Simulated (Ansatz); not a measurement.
A run on C6H10O2Zn (`CC1=CC(C)=[O+][Zn-]([CH3])[O]1`) with other settings.

```yaml
crystal:
  periodic: [false, false, false]
  atoms:
    - {symbol: C, position_ang: [2.516124, 1.089874, -1.094729]}
    - {symbol: C, position_ang: [1.244249, 0.514470, -0.549306]}
    - {symbol: C, position_ang: [0.422767, 1.313454, 0.252014]}
    - {symbol: C, position_ang: [-0.785971, 0.904719, 0.824037]}
    - {symbol: C, position_ang: [-1.562061, 1.873789, 1.663576]}
    - {symbol: O, position_ang: [-1.308458, -0.243327, 0.698098]}
    - {symbol: Zn, position_ang: [-0.554868, -1.728525, -0.328969]}
    - {symbol: C, position_ang: [-1.142330, -3.550387, -0.679200]}
    - {symbol: O, position_ang: [1.011506, -0.689168, -0.871733]}
    - {symbol: H, position_ang: [2.674058, 2.123180, -0.790119]}
    - {symbol: H, position_ang: [3.356463, 0.477830, -0.758632]}
    - {symbol: H, position_ang: [2.494526, 1.030400, -2.185508]}
    - {symbol: H, position_ang: [0.747933, 2.326043, 0.444959]}
    - {symbol: H, position_ang: [-1.075400, 2.844614, 1.742502]}
    - {symbol: H, position_ang: [-1.696971, 1.450981, 2.662034]}
    - {symbol: H, position_ang: [-2.558479, 1.999090, 1.233058]}
    - {symbol: H, position_ang: [-1.682767, -3.601715, -1.627550]}
    - {symbol: H, position_ang: [-1.810117, -3.905181, 0.108204]}
    - {symbol: H, position_ang: [-0.290213, -4.230143, -0.742734]}
basis:
  gaussian: {orbitals: cc-pVTZ-DK, final_grid: {core_spheres: 5, valence_spheres: 4, degree: 11}}
hamiltonian: {xc: {name: PBE0}, dispersion: d3bjatm}
output: {forces: true}
```

```sh
$ ansatz run in.yaml --threads 4 --pin off --events-out ev --progress --plain --max-ram 46080MiB --backend cuda --devices 0, --max-vram 37GiB
```

Output, abridged:

```
Functional definition: PBE0
2619 factors; their error is unknown
mean field evaluation 1: about -59322.6177 eV, gradient 9.6e1 eV
mean field evaluation 2: about -59313.2280 eV, gradient 1.3e2 eV
mean field evaluation 4: about -59340.3355 eV, gradient 5.8e0 eV
mean field evaluation 8: about -59340.4282 eV, gradient 2.2e0 eV
mean field evaluation 16: about -59340.5867 eV, gradient 3.5e-3 eV
mean field -59340.58671537 eV, -2180.7263392954 hartree, gradient 4.1e-5 eV, S^2 0.000000; 0 other end points of the search recorded, 0 dependent functions left out
reference -59340.58674525 eV, -2180.7263403937 hartree; 46, 46 occupied and 402, 402 virtual orbitals, 2619 factors
Total energy: -59340.98285495 eV, -2180.7408971567 hartree
Relativity: scalar
Atom 0 at     2.516124     1.089874    -1.094729 Å, force    -0.209023    -0.142243     0.067498 eV/Å
Atom 1 at     1.244249     0.514470    -0.549306 Å, force     0.043949    -0.040084    -0.048702 eV/Å
Atom 2 at     0.422767     1.313454     0.252014 Å, force     0.025701     0.061907     0.018786 eV/Å
Atom 3 at    -0.785971     0.904719     0.824037 Å, force    -0.064753    -0.021743     0.035099 eV/Å
Atom 4 at    -1.562061     1.873789     1.663576 Å, force     0.106571    -0.206444    -0.118370 eV/Å
Atom 5 at    -1.308458    -0.243327     0.698098 Å, force     0.057772    -0.026364    -0.036446 eV/Å
Atom 6 at    -0.554868    -1.728525    -0.328969 Å, force    -0.055869    -0.051462    -0.059444 eV/Å
Atom 7 at    -1.142330    -3.550387    -0.679200 Å, force     0.123555     0.314215     0.163065 eV/Å
Atom 8 at     1.011506    -0.689168    -0.871733 Å, force    -0.066725    -0.000457     0.031136 eV/Å
Atom 9 at     2.674058     2.123180    -0.790119 Å, force     0.008023    -0.034412    -0.016714 eV/Å
Atom 10 at     3.356463     0.477830    -0.758632 Å, force     0.063692     0.033480    -0.001301 eV/Å
Atom 11 at     2.494526     1.030400    -2.185508 Å, force     0.043695     0.045879    -0.033213 eV/Å
Atom 12 at     0.747933     2.326043     0.444959 Å, force     0.013347     0.037617     0.009204 eV/Å
Atom 13 at    -1.075400     2.844614     1.742502 Å, force    -0.026555    -0.029822     0.007793 eV/Å
Atom 14 at    -1.696971     1.450981     2.662034 Å, force    -0.011800     0.047660     0.050820 eV/Å
Atom 15 at    -2.558479     1.999090     1.233058 Å, force    -0.030603     0.060755     0.022453 eV/Å
Atom 16 at    -1.682767    -3.601715    -1.627550 Å, force    -0.027264    -0.068973    -0.097970 eV/Å
Atom 17 at    -1.810117    -3.905181     0.108204 Å, force     0.023584     0.014446    -0.053863 eV/Å
Atom 18 at    -0.290213    -4.230143    -0.742734 Å, force    -0.017298     0.006047     0.060169 eV/Å
Dipole moment:     0.181752     0.568915     0.105276 e Å
```

It took 5.5 s on 4 threads of an AMD EPYC 7R13 on a shared host and a share of an NVIDIA H100 80 GB, with 1.1 GiB of host memory at the peak.
